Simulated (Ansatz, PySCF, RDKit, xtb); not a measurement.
Complex: PH3 (SMILES P) (first 4 atoms) with H4OSi (SMILES O[SiH3]); geometry from B3LYP-D3(BJ)/def2-TZVP.
(charge 0, multiplicity 1):
| atom | x (Å) | y (Å) | z (Å) |
|---|---|---|---|
| P | -0.2476 | 0.1743 | -0.3663 |
| H | 0.8205 | -0.5043 | -0.9994 |
| H | -1.2622 | -0.5918 | -0.9874 |
| H | -0.2970 | 1.2282 | -1.3089 |
| O | -0.2113 | 0.7365 | 3.0406 |
| Si | 0.1962 | -0.5949 | 3.9184 |
| H | -0.2430 | 0.6459 | 2.0773 |
| H | -0.7532 | -1.7172 | 3.7005 |
| H | 0.1597 | -0.1887 | 5.3383 |
| H | 1.5561 | -1.0898 | 3.5810 |

Monomers are frozen at their geometry in the pair; levels with a basis set take the counterpoise correction. Rows marked so take none.

Rows in 3-21G carry no dispersion term and start afresh at each structure.

Codes used: Ansatz (an electronic-structure program); PySCF for 3-21G rows, the dispersion terms; RDKit for the force fields; xtb for the GFN methods. 

Problem. One of these levels gives -110.1 meV for the interaction energy. Which?
(A) GFN2-xTB
(B) HF/3-21G (no counterpoise)
(C) MMFF94
(D) CAM-B3LYP-D3(BJ)/def2-TZVPPD

Solution. A, GFN2-xTB. The others give -69.6 (MMFF94), -135.0 (HF/3-21G (no counterpoise)), -180.0 (CAM-B3LYP-D3(BJ)/def2-TZVPPD)
